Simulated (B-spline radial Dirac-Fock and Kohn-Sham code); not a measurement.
## As 4p1/2: cross section and angular parameters

System: the As atom in the configuration [Ar] 3d10 4s2 4p3; threshold 7.65 eV (orbital energy of the model). Level of theory: Dirac-Hartree-Slater photoionisation with a Latter tail; cross sections with all multipoles, angular parameters from the dipole term and its interference with E2; a radial B-spline solver.

For linearly polarised light dσ/dΩ = σ/(4π) [1 + β P₂(cos θ) + (δ + γ cos²θ) sin θ cos φ], with θ from the polarisation vector and φ the angle between the beam and the projection of the electron momentum on the plane normal to the polarisation.

| hν (eV) | σ (kb) | β | γ | δ |
| --- | --- | --- | --- | --- |
| 61.9 | 31.7 | -0.033 | 0.016 | 0.011 |
| 63.6 | ? | ? | ? | ? |
| 75.4 | 24.2 | -0.115 | -0.026 | 0.021 |
| 80 | 23.1 | -0.042 | -0.018 | 0.023 |
| 95.9 | 20.8 | 0.290 | 0.043 | 0.022 |
| 100 | 20.4 | 0.372 | 0.060 | 0.021 |
| 112 | 19.3 | 0.585 | 0.102 | 0.018 |
| 130 | 17.8 | 0.829 | 0.142 | 0.013 |
| 156 | 15.9 | 1.071 | 0.164 | 0.007 |
| 229 | 11.6 | 1.403 | 0.125 | 0.000 |
| 238 | 11.2 | 1.425 | 0.118 | 0.000 |
| 337 | 7.55 | 1.571 | 0.039 | -0.001 |
| 400 | 6.02 | 1.613 | 0.006 | -0.001 |
| 493 | 4.43 | 1.644 | -0.018 | -0.001 |
| 509 | 4.22 | 1.647 | -0.020 | -0.001 |
| 536 | 3.89 | 1.651 | -0.022 | 0.000 |
| 800 | 1.95 | 1.654 | 0.014 | 0.002 |
| 816 | 1.87 | 1.653 | 0.018 | 0.002 |
| 958 | 1.38 | 1.640 | 0.059 | 0.003 |
| 1000 | 1.26 | 1.636 | 0.072 | 0.004 |
| 1150 | 0.948 | 1.618 | 0.122 | 0.005 |
| 2000 | 0.272 | 1.509 | 0.402 | 0.016 |
| 2070 | 0.250 | 1.501 | 0.423 | 0.017 |
| 2740 | 0.123 | 1.422 | 0.604 | 0.027 |
| 3690 | 0.0559 | 1.324 | 0.810 | 0.044 |
| 4630 | 0.0297 | 1.241 | 0.970 | 0.062 |
| 4910 | 0.0251 | 1.218 | 1.012 | 0.067 |
| 6000 | 0.0140 | 1.139 | 1.152 | 0.088 |
| 9220 | 0.00379 | 0.958 | 1.441 | 0.149 |
| 15000 | 0.000791 | 0.748 | 1.741 | 0.248 |

Q: Give the values at 63.6 eV.

A: σ = 30.1 kb, β = -0.081, γ = 0.004, δ = 0.012.

Values without a named source are computed, but for edge energies of neutral atoms, which are taken from tables.
